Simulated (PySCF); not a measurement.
A calculated (B3LYP, PySCF 2.14, aug-cc-pVDZ, the non-relativistic Hamiltonian (point nucleus)) atom or ion has these occupied shells.

```json
{"shell": "1s α", "electrons": "1", "orbital energy (eV)": "-217.41", "rms radius, mean of both spins (bohr)": "0.381"}
{"shell": "1s β", "electrons": "1", "orbital energy (eV)": "-216.97", "rms radius, mean of both spins (bohr)": "0.381"}
{"shell": "2p α", "electrons": "1", "orbital energy (eV)": "-27.953", "rms radius, mean of both spins (bohr)": "1.75"}
```

Question: Name the element and its charge.

Answer: B²⁺ (boron, charge +2), in [He] 2p1, 2P determinant (an excited configuration).
